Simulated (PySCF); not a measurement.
Si(Cl)(Br), SMILES [Si](Cl)Br (BrClSi) at its PBE0/def2-SVP optimised geometry (Å):

```
3

Si    -0.9148    -1.0231     0.0000
Cl    -1.3425     1.0231     0.0000
Br     1.3425    -1.0231     0.0000
```

Level of theory: PBE0/def2-TZVP run with PySCF. Cells within 0.4 Å of a nucleus heavier than hydrogen are left out (blank, or x).

Map of the electron localisation function on the plane z = 0.0 Å:

```
|0000000000000000000000000000000|
|0000000000000000000000000000000|
|0000000000100000000000000000000|
|0000001122222110000000000000000|
|0000112344444321000000000000000|
|0001234566666543100000000000000|
|0012456777887764210000000000000|
|0124677888888876310000000000000|
|0135788876789886410000000000000|
|124678871x048886300000000000000|
|13578893xxx07886200000111000000|
|13578883xxx07875100012332210000|
|124678860xx27863000145655321000|
|0235778863478751002467776542100|
|0123567788887631025778887753200|
|0001235677877421257788888764210|
|0000112456432223567766788875310|
|0000012441010025776211258875320|
|00001355106xx1167732xx416876420|
|0012468712xxx4168715xxx25776420|
|0125799821xxx3167724xxx15776420|
|02579999603x502677415x327775310|
|0368999995100145677421368875310|
|0379999999865544467777888764210|
|0269999999998632357888888764200|
|0158999999998621136788887643100|
|0026999999998410124677776531000|
|0003799999986200012456654320000|
|0000368999863100001234432100000|
|0000024676531000000112111000000|
|0000000122210000000000000000000|
```
Scale: ten equal steps from 0.000 (start of '0') to 0.997 (end of '9'), in the order '0123456789'; x runs from -3.50 to 3.50, y from -3.50 (bottom) to 3.50 (top).
